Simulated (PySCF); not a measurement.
Problem. Give a PBE/def2-SV(P) geometry of 2-methyl-1-hepten-3-yne, `C=C(C)C#CCCC`.

Solution. 
```xyz
20
C8H12 angstrom
C      2.203    1.554    1.335
C      2.148    0.546    0.425
C      3.394   -0.112   -0.134
C      0.896    0.045   -0.060
C     -0.144   -0.431   -0.512
C     -1.407   -0.959   -1.028
C     -2.582    0.046   -0.978
C     -2.965    0.476    0.440
H      1.285    2.020    1.730
H      3.174    1.931    1.700
H      3.431   -0.011   -1.242
H      4.315    0.338    0.294
H      3.397   -1.203    0.088
H     -1.685   -1.874   -0.450
H     -1.260   -1.301   -2.079
H     -3.456   -0.428   -1.481
H     -2.314    0.940   -1.586
H     -2.104    0.953    0.959
H     -3.288   -0.395    1.054
H     -3.803    1.208    0.425
```

Any rigid rotation of these coordinates is as good. Atoms count from 1 in this order. The C–C distances run from 1.230 Å (C4≡C5, drawn triple) to 1.547 Å (C6–C7, drawn single), a spread of 0.317 Å. Of the pairs four or more bonds apart, C5···H18 is among the closest relative to their van der Waals radii: 2.81 Å, 97 % of the sum of Bondi's values.

Bonds between heavy atoms (Å): C1=C2 1.359, C2–C3 1.516, C2–C4 1.433, C4≡C5 1.230, C5–C6 1.462, C6–C7 1.547, C7–C8 1.530.

The calculation used PBE/def2-SV(P) geometry optimisation, gas phase in PySCF 2.14.0.

Point group: C1 (no symmetry element, even within 0.4 Å). No PBE/def2-SV(P) frequencies stand behind this structure, so it isn't proved a minimum. One conformer, not necessarily the lowest (C5–C6–C7–C8 -63°).

On an Arm Neoverse N1 with one thread, no GPU, on a shared host, this took 1.9 min of wall time and 0.53 GiB of memory at its peak. This is the geometry optimisation.
